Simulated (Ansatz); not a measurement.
Kohn–Sham single points on C7H5N3, SMILES `C=CCC(C#N)(C#N)C#N`.

```yaml
crystal:
  periodic: [false, false, false]
  atoms:
    - {symbol: C, position_ang: [0.423126, -2.340814, 0.399403]}
    - {symbol: C, position_ang: [0.817205, -1.081941, 0.512945]}
    - {symbol: C, position_ang: [0.629267, -0.066803, -0.561340]}
    - {symbol: C, position_ang: [-0.413068, 1.035679, -0.164001]}
    - {symbol: C, position_ang: [-0.504003, 2.020290, -1.251302]}
    - {symbol: N, position_ang: [-0.538821, 2.759758, -2.127983]}
    - {symbol: C, position_ang: [-1.730151, 0.418128, 0.045776]}
    - {symbol: N, position_ang: [-2.744004, -0.099795, 0.186898]}
    - {symbol: C, position_ang: [0.021002, 1.709076, 1.068871]}
    - {symbol: N, position_ang: [0.401711, 2.208770, 2.028945]}
    - {symbol: H, position_ang: [-0.067175, -2.705694, -0.497382]}
    - {symbol: H, position_ang: [0.577763, -3.053104, 1.200612]}
    - {symbol: H, position_ang: [1.300692, -0.740716, 1.424489]}
    - {symbol: H, position_ang: [0.266407, -0.524527, -1.482960]}
    - {symbol: H, position_ang: [1.560038, 0.461695, -0.782971]}
basis:
  gaussian: {orbitals: def2-TZVPP}
hamiltonian: {xc: {name: LC-wPBE}}
output: {orbitals: {seedname: orbitals}}
```

```sh
$ ansatz run in.yaml --threads 2 --pin off --events-out ev --progress --plain --max-ram 32768MiB --backend cuda --devices 0, --max-vram 18GiB
```

Output, abridged:

```
Functional definition: LC-wPBE
2020 factors; their error is unknown
569 factors; integrals over basis functions are off by at most 1.6e-5 eV
mean field evaluation 1: about -11792.2343 eV, gradient 7.3e1 eV
mean field evaluation 2: about -11782.4643 eV, gradient 1.1e2 eV
mean field evaluation 4: about -11802.5774 eV, gradient 3.7e0 eV
mean field evaluation 8: about -11802.6146 eV, gradient 1.7e-1 eV
mean field evaluation 16: about -11802.5681 eV, gradient 5.4e-4 eV
mean field -11802.56810002 eV, -433.7363776078 hartree, gradient 5.9e-5 eV, S^2 0.000000; 0 other end points of the search recorded, 0 dependent functions left out
reference -11802.56810003 eV, -433.7363776080 hartree; 34, 34 occupied and 346, 346 virtual orbitals, 2020 factors
Total energy: -11802.56810003 eV, -433.7363776080 hartree
```

It took 6 s on 2 threads of an AMD EPYC 7R13 on a shared host and a share of an NVIDIA H100 80 GB, with 0.92 GiB of host memory at the peak.

With the line `hamiltonian: {xc: pbe, dispersion: d4}` and forces (abridged; 4.3 s):

```
Functional definition: PBE
mean field evaluation 16: about -11796.8959 eV, gradient 2.5e-2 eV
mean field -11796.89593526 eV, -433.5279293974 hartree, gradient 1.6e-5 eV, S^2 0.000000
Total energy: -11797.33431280 eV, -433.5440394751 hartree
Atom 0 force    -0.106814    -0.370508    -0.007878 eV/Å
Atom 1 force     0.109904     0.337321    -0.009648 eV/Å
Atom 2 force     0.088533    -0.100717     0.018612 eV/Å
Atom 3 force    -0.065655     0.093432     0.010764 eV/Å
Atom 4 force     0.025375    -0.888545     1.082661 eV/Å
Atom 5 force    -0.047967     1.065589    -1.268265 eV/Å
Atom 6 force     1.232706     0.639505    -0.165134 eV/Å
Atom 7 force    -1.459568    -0.747345     0.202153 eV/Å
Atom 8 force    -0.475384    -0.597264    -1.168003 eV/Å
Atom 9 force     0.548549     0.718242     1.381246 eV/Å
Atom 10 force    -0.103482    -0.087031    -0.184339 eV/Å
Atom 11 force     0.026645    -0.162643     0.160238 eV/Å
Atom 12 force     0.105230     0.081656     0.193406 eV/Å
Atom 13 force    -0.067758    -0.094815    -0.193864 eV/Å
Atom 14 force     0.189684     0.113124    -0.051947 eV/Å
Dipole moment:     0.516908    -0.658298    -0.133655 e Å
```

With the line `hamiltonian: {xc: {name: r2SCANh}, dispersion: d4}` (abridged; 3.9 s):

```
Functional definition: r2SCANh
mean field evaluation 16: about -11803.8435 eV, gradient 1.2e-2 eV
mean field -11803.84351590 eV, -433.7832482769 hartree, gradient 1.1e-5 eV, S^2 0.000000
Total energy: -11803.97255626 eV, -433.7879904226 hartree
```

The same input with `hamiltonian: {xc: {name: BHLYP}, dispersion: d4}` (abridged; 4.4 s):

```
Functional definition: BHLYP
mean field evaluation 16: about -11804.3322 eV, gradient 7.5e-4 eV
mean field -11804.33217378 eV, -433.8012061226 hartree, gradient 4.2e-5 eV, S^2 0.000000
Total energy: -11804.83392511 eV, -433.8196451440 hartree
```

With the line `hamiltonian: {xc: {name: wB97M-V}}` and forces (abridged; 6 s):

```
Functional definition: wB97M-V
mean field evaluation 16: about -11807.8586 eV, gradient 7.5e-4 eV
mean field -11807.85855310 eV, -433.9307981725 hartree, gradient 4.5e-5 eV, S^2 0.000000
Total energy: -11807.85860723 eV, -433.9308001616 hartree
Atom 0 force    -0.012255    -0.036873     0.008769 eV/Å
Atom 1 force     0.042923    -0.149377     0.209979 eV/Å
Atom 2 force     0.027928     0.149820    -0.237470 eV/Å
Atom 3 force     0.122029    -0.142418    -0.043707 eV/Å
Atom 4 force    -0.014571     0.305715    -0.365709 eV/Å
Atom 5 force     0.009004    -0.154423     0.182142 eV/Å
Atom 6 force    -0.404107    -0.217250     0.062036 eV/Å
Atom 7 force     0.198300     0.099483    -0.027802 eV/Å
Atom 8 force     0.153776     0.200134     0.392205 eV/Å
Atom 9 force    -0.071995    -0.103873    -0.190357 eV/Å
Atom 10 force     0.038209     0.040843     0.055467 eV/Å
Atom 11 force    -0.012874     0.065348    -0.060133 eV/Å
Atom 12 force    -0.032764    -0.032959    -0.060366 eV/Å
Atom 13 force     0.025467     0.024894     0.060467 eV/Å
Atom 14 force    -0.069069    -0.049065     0.014478 eV/Å
Dipole moment:     0.522041    -0.669090    -0.139120 e Å
```

With the line `hamiltonian: {xc: hse06, dispersion: d4}` (abridged; 5.5 s):

```
Functional definition: HSE06
mean field evaluation 16: about -11796.5950 eV, gradient 3.5e-3 eV
mean field -11796.59495411 eV, -433.5168685443 hartree, gradient 2.3e-5 eV, S^2 0.000000
Total energy: -11796.94613108 eV, -433.5297740600 hartree
```

HSE06 is the plane-wave form, built on full-range PBE exchange.
